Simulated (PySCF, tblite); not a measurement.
Isomers of C6H13BO2. Level: GFN2-xTB in tblite, geometry and Hessian alike; calculated harmonic values, unscaled, isolated species. This tight-binding method is rough: wavenumbers can miss measured ones by several per cent, in bad cases by 10 to 20. Modes of hydrogen on boron can be 10 to 20 % off. One conformer each.

Electronic energies: PBE0-D3(BJ)/def2-SVP at its own geometries (PySCF, gas phase).

```json
{"SMILES": "CC(C)(C)B1OCCO1", "electronic energy, lowest = 0 (kcal/mol)": "0.0"}
{"SMILES": "C/C=C/CB(OC)OC", "electronic energy, lowest = 0 (kcal/mol)": "23.1"}
{"SMILES": "C=C(C)COB(C)OC", "electronic energy, lowest = 0 (kcal/mol)": "18.6"}
{"SMILES": "COBC1(OC)CCC1", "electronic energy, lowest = 0 (kcal/mol)": "71.0"}
{"SMILES": "CCC[C@@H]1CCOBO1", "electronic energy, lowest = 0 (kcal/mol)": "0.6"}
{"SMILES": "CC/C=C\\B(OC)OC", "electronic energy, lowest = 0 (kcal/mol)": "23.0"}
{"SMILES": "C=C(CC)B(OC)OC", "electronic energy, lowest = 0 (kcal/mol)": "24.2"}
{"SMILES": "CC(C)(C)[C@H]1COBO1", "electronic energy, lowest = 0 (kcal/mol)": "2.6"}
{"SMILES": "CC/C=C/B(OC)OC", "electronic energy, lowest = 0 (kcal/mol)": "21.8"}
```

Q: How do GFN2-xTB zero-point energies change the relative energies?

A: 
```
             SMILES  ZPE (kcal/mol)  of it from modes above 1550 cm⁻¹  electronic (kcal/mol)  with ZPE, lowest = 0 (kcal/mol)  lowest mode (cm⁻¹)  rings
    CC(C)(C)B1OCCO1           117.9                              55.8                    0.0                              0.0                  13      1
   CCC[C@@H]1CCOBO1           118.2                              54.8                    0.6                              1.0                  65      1
CC(C)(C)[C@H]1COBO1           117.6                              55.5                    2.6                              2.3                  72      1
     C=C(C)COB(C)OC           114.7                              58.4                   18.6                             15.4                 14i      0
     CC/C=C/B(OC)OC           115.4                              58.0                   21.8                             19.3                  31      0
     CC/C=C\B(OC)OC           115.4                              58.0                   23.0                             20.5                   5      0
     C/C=C/CB(OC)OC           114.8                              58.0                   23.1                             20.0                  15      0
     C=C(CC)B(OC)OC           115.3                              58.1                   24.2                             21.7                  4i      0
      COBC1(OC)CCC1           115.6                              54.7                   71.0                             68.7                  42      1
```

The zero-point energies span 3.5 kcal/mol, from `C=C(C)COB(C)OC` to `CCC[C@@H]1CCOBO1`. Slightly imaginary modes are left out of the zero-point energy: `C=C(C)COB(C)OC` 13.9i cm⁻¹ and `C=C(CC)B(OC)OC` 4.4i cm⁻¹. The lowest isomer stays, but the order above it changes.

Q: And how do the electronic energies of GFN2-xTB itself compare?

A: `CC(C)(C)B1OCCO1` 13.2; `CCC[C@@H]1CCOBO1` 0.0; `CC(C)(C)[C@H]1COBO1` 0.3; `C=C(C)COB(C)OC` 37.8; `CC/C=C/B(OC)OC` 41.5; `CC/C=C\B(OC)OC` 42.5; `C/C=C/CB(OC)OC` 40.7; `C=C(CC)B(OC)OC` 42.6; `COBC1(OC)CCC1` 59.9 kcal/mol, lowest = 0. Against the energies above, taken from the same isomer `CC(C)(C)B1OCCO1`, the largest difference is 24.3 kcal/mol. The two levels were optimised apart and needn't hold the same conformer.

Q: What do entropy and thermal enthalpy add at 298.15 K and 1 bar (rigid rotor, harmonic oscillator, one conformer each)?

A: 
```csv
SMILES,point group,symmetry number,S (cal/(mol K)),H − H(0) (kcal/mol),ZPE + H − H(0) − TS (kcal/mol)
CCC[C@@H]1CCOBO1,C1,1,95.9,6.60,96.3
CC(C)(C)[C@H]1COBO1,C1,1,95.4,6.80,96.0
CC/C=C/B(OC)OC,C1,1,112.4,8.38,90.2
COBC1(OC)CCC1,C1,1,102.4,7.44,92.5
```

Not tabulated: `CC(C)(C)B1OCCO1` (lowest mode only 13 cm⁻¹); `C=C(C)COB(C)OC` (lowest mode only 14i cm⁻¹); `CC/C=C\B(OC)OC` (lowest mode only 5 cm⁻¹); `C/C=C/CB(OC)OC` (lowest mode only 14 cm⁻¹); `C=C(CC)B(OC)OC` (lowest mode only 4i cm⁻¹).
